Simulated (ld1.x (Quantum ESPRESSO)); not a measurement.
# Pseudopotential generation for cobalt: PAW, PBE, scalar-relativistic.

```
Element                 : cobalt (Co)
Generator               : ld1.x (Quantum ESPRESSO) 7.5
Type                    : PAW
Functional              : PBE
Relativity              : scalar-relativistic
Frozen core             : [Ne]
Valence charge          : 17
Reference configuration : 3s2 3p6 3d7 4s2 4p0
Partial waves           : 3s (bound): rcut 1.05, rcutus 1.15 bohr; 4s (bound): rcut 1.05, rcutus 1.15 bohr; 3p (bound): rcut 1.45, rcutus 1.60 bohr; 4p (bound, empty): rcut 1.45, rcutus 1.60 bohr; 3d (bound): rcut 1.05, rcutus 1.15 bohr; 3d channel at 0.1 Ry: rcut 1.05, rcutus 1.15 bohr
Local potential         : all-electron potential smoothed inside 1.05 bohr (lloc = -1)
Core correction         : Bessel-smoothed model core, default radius (core density twice the valence density)
Augmentation charge     : PSQ, inside the norm-conserving radii
```

All-electron outer shells of the reference configuration (PBE, scalar-relativistic, ld1.x):

```csv
shell,level (eV),outermost node (bohr),outermost maximum (bohr)
2s,-899.00,0.08,0.21
2p,-769.94,–,0.17
3s,-102.40,0.31,0.66
3p,-65.64,0.28,0.68
3d,-8.20,–,0.66
4s,-5.47,0.96,2.32
4p,-1.28,1.05,3.25
```

(1) Is the overlap operator S = 1 + Σ q|β⟩⟨β| positive definite (Bessel basis up to 400 Ry)?

(2) Tests: 3s2 3p6 3d7 4s1 4p0; 3s2 3p6 3d7 4s0 4p0; 3s2 3p6 3d6 4s0 4p0; 3s2 3p6 3d7.5 4s1.5 4p0; 3s2 3p6 3d6 4s2 4p1; 3s2 3p6 3d5 4s0 4p0; 3s2 3p6 3d7 4s0 4p1. Which has the largest error in its energy relative to the reference configuration, and how large is it?

Results:

(1) No: its lowest eigenvalue is -3.983, in the p channel, so the generalised eigenproblem breaks down once the basis is large enough.

(2) 3s2 3p6 3d5 4s0 4p0, with -744 meV (all-electron minus pseudo) on +117.04 eV.

The ghost test of this file was not conclusive. Its overlap operator is not positive definite in a basis up to 400 Ry (lowest eigenvalue s -0.06, p -3.98), so the file is unfit for use: the generalised eigenproblem breaks down once the basis is large enough, and its test numbers describe a broken file.
